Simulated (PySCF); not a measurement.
# Correlation energy of Si (silicon, neutral)

[Ne] 3s1 3p2 4s1, high-spin 5P determinant (an excited configuration). Computed with PySCF 2.14 in aug-cc-pwCVTZ, with the non-relativistic Hamiltonian (point nucleus). Frozen: [Ne]; 4 electrons correlated.

```csv
level,correlation energy (mhartree)
CCSD,-23.97
(T),-0.44
CCSD(T),-24.41
```

Diagnostics: T1 = 0.012, D1 = 0.0331, largest double amplitude 0.040.

The outer electron is Rydberg-like, and this basis confines it to a smaller radius and binds it less than a complete one would.

Cost of the coupled-cluster step: of the order of 2.7 core-seconds, for 4 correlated electrons.

Iterations:

```
CC2 = 0
CCSD nocc = (np.int64(4), np.int64(0)), nmo = (70, 70)
frozen orbitals [[0, 1, 2, 3, 4], [0, 1, 2, 3, 4]]
max_cycle = 100
direct = 0
conv_tol = 1e-08
conv_tol_normt = 1e-06
diis_space = 8
diis_start_cycle = 0
Init t2, MP2 energy = -0.0160633903749951
Init E_corr(UCCSD) = -0.0160633903752828
cycle = 1  E_corr(UCCSD) = -0.0209886742422832  dE = -0.00492528387  norm(t1,t2) = 0.0392977
cycle = 2  E_corr(UCCSD) = -0.022723002598215  dE = -0.00173432836  norm(t1,t2) = 0.0170385
cycle = 3  E_corr(UCCSD) = -0.0238973392496588  dE = -0.00117433665  norm(t1,t2) = 0.00860966
cycle = 4  E_corr(UCCSD) = -0.0238704458546526  dE = 2.6893395e-05  norm(t1,t2) = 0.00402192
cycle = 5  E_corr(UCCSD) = -0.0239707456433507  dE = -0.000100299789  norm(t1,t2) = 0.00267017
cycle = 6  E_corr(UCCSD) = -0.0239578012743944  dE = 1.2944369e-05  norm(t1,t2) = 0.000837959
cycle = 7  E_corr(UCCSD) = -0.0239819366098116  dE = -2.41353354e-05  norm(t1,t2) = 0.000403721
cycle = 8  E_corr(UCCSD) = -0.0239641547789063  dE = 1.77818309e-05  norm(t1,t2) = 0.000154379
cycle = 9  E_corr(UCCSD) = -0.0239714177572858  dE = -7.26297838e-06  norm(t1,t2) = 5.16144e-05
cycle = 10  E_corr(UCCSD) = -0.0239697461746263  dE = 1.67158266e-06  norm(t1,t2) = 1.5706e-05
cycle = 11  E_corr(UCCSD) = -0.0239697538701917  dE = -7.69556539e-09  norm(t1,t2) = 2.27345e-06
cycle = 12  E_corr(UCCSD) = -0.0239697661404323  dE = -1.22702405e-08  norm(t1,t2) = 6.01493e-07
cycle = 13  E_corr(UCCSD) = -0.0239697688378374  dE = -2.6974051e-09  norm(t1,t2) = 1.1545e-07
UCCSD converged
E(UCCSD) = -288.5648954896762  E_corr = -0.02396976883783736
UCCSD(T) correction = -0.000438114514342372
```
